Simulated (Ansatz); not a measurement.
`C[SiH](F)[GeH3]` + `[GeH3][TeH]` → `[GeH3][Te][GeH3]` + `C[SiH2]F`  (cleavage of the Ge–Si bond)

Isolated molecules relaxed with PBE0-D4/def2-TZVP in Ansatz; ΔE leaves out vibrations. CCSD(T)/CBS adds triple-zeta CCSD(T) − MP2 to the extrapolated MP2 energy (def2 sets, frozen cores). DFT in def2-TZVPP. Elements past krypton have def2 core potentials. For Ge, Te outer-core shells are correlated without core-valence functions, which leaves a few kJ/mol of doubt a bond. Scalar relativity is left out up to krypton.

CCSD(T)/CBS gives -62.6 kJ/mol.

Another level gave -54.7 kJ/mol. Which?
A. BLYP-D4/def2-TZVPP
B. r2SCAN0/def2-TZVPP
C. HF/def2-TZVPP
D. B97M-V/def2-TZVPP

A. BLYP-D4 -54.7, r2SCAN0 -60.0, B97M-V -49.1, HF/def2-TZVPP -70.4 kJ/mol.

Largest T1 diagnostic among the species: 0.012.

From BLYP to BHLYP (50 % exact exchange), in def2-TZVPP and without D4, ΔE moves by −9.6 kJ/mol. Leaving LDA and LC-ωPBE aside and taking each functional with its dispersion term where it has one, the values, not all of them listed here, spread over 17.0 kJ/mol, from BHLYP-D4 to B97M-V. LDA lies +4.3 kJ/mol from PBE without D4.
